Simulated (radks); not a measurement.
Spherical quantum dot in the effective-mass picture: electrons in a well V = -V0 / (1 + exp((r - R)/a)) with V0 = 28.7, R = 1.64, a = 0.13, all in effective atomic units (hartree* = m*/eps^2 hartree, bohr* = eps/m* bohr), one dielectric constant everywhere. Calculated with a radial shooting solver with Libxc functionals: non-relativistic Kohn-Sham, PBE, spin-polarised, spherical densities. Levels are named by radial order and angular momentum (1s, 1p, 1d, 2s, ...), and open shells are averaged over m. Results are scaled to m* = 0.269 and eps = 11.3, for which hartree* = 57.33 meV and bohr* = 2.223 nm.

N = 21, configuration 1s2 1p6 1d10 2s2 1f(up 1, down 0). This is the lowest configuration that the search found. Occupied and some empty levels:

| level | occupation | eigenvalue (meV) | <r> (nm) |
|---|---|---|---|
| 1s up | 1 | -537.92 | 2.218 |
| 1s down | 1 | -536.55 | 2.214 |
| 1p up | 3 | -465.03 | 2.436 |
| 1p down | 3 | -463.38 | 2.434 |
| 1d up | 5 | -356.62 | 2.601 |
| 1d down | 5 | -354.77 | 2.600 |
| 2s up | 1 | -232.28 | 1.910 |
| 2s down | 1 | -231.47 | 1.911 |
| 1f up | 1 | -219.55 | 2.739 |
| 1f down | 0 | -217.57 | 2.738 |
| 2p up | 0 | -66.078 | 2.231 |
| 2p down | 0 | -65.135 | 2.231 |
| 1g up | 0 | -58.019 | 2.860 |
| 1g down | 0 | -55.985 | 2.860 |

Energy (meV): total -18052.1, kinetic 4835.7, external -32082, Hartree 10285, exchange-correlation -1090.7.
